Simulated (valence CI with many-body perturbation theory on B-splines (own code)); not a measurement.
## Tc21+ in brief

Method: valence CI with perturbative core correlation (CI+MBPT): four valence electrons over a frozen Dirac-Fock core [Ar], a basis of 7 s, 7 p, 8 d, 6 f, 4 g, 1 h functions for each j, with the one-electron correlation potential Σ1, the two-electron term Σ2, the three-electron term Σ3, Breit, model QED; selected CI, second order for the rest (own B-spline code, finite nucleus).

No measured spectrum was set against this ion. As an estimate, terms of the open shell hold to 2 to 4 % of their energy, and close levels can change places. Only levels of the ground parity were solved; by the run's estimate the other parity begins above the list, which can be wrong where configurations are misplaced.

Names give the largest LS component (configuration and term), which can be under half, so a name can repeat, a term be missing and a line seem to break the LS rules; names also repeat where a configuration has a term twice.

Rates and lifetimes use the calculated energies. Strong lines usually hold to 10 to 20 %, long lifetimes can be off by a factor of two.

Q: What is the ground level?

A: 3d4 5D_0, composition 74 % 3d4 5D + 24 % 3d4 3P.

Q: How well does LS coupling describe the low levels?

A: Among the lowest 20 levels the leading LS term, summed over configurations, holds 69 % on average. For single configurations the figures are 69 % in LS and 64 % in jj coupling. Terms mix most in the J = 2 level at 152230 cm⁻¹, where the leading one holds 31 %.

Q: How is the term 5D of the ground level split?

A: J = 0 at 0.0, J = 1 at 12678, J = 2 at 25145, J = 3 at 35937, J = 4 at 44510 cm⁻¹.

Q: What is the ionisation energy?

A: 967.69 eV; NIST lists 968 ± 4 eV (theoretical).
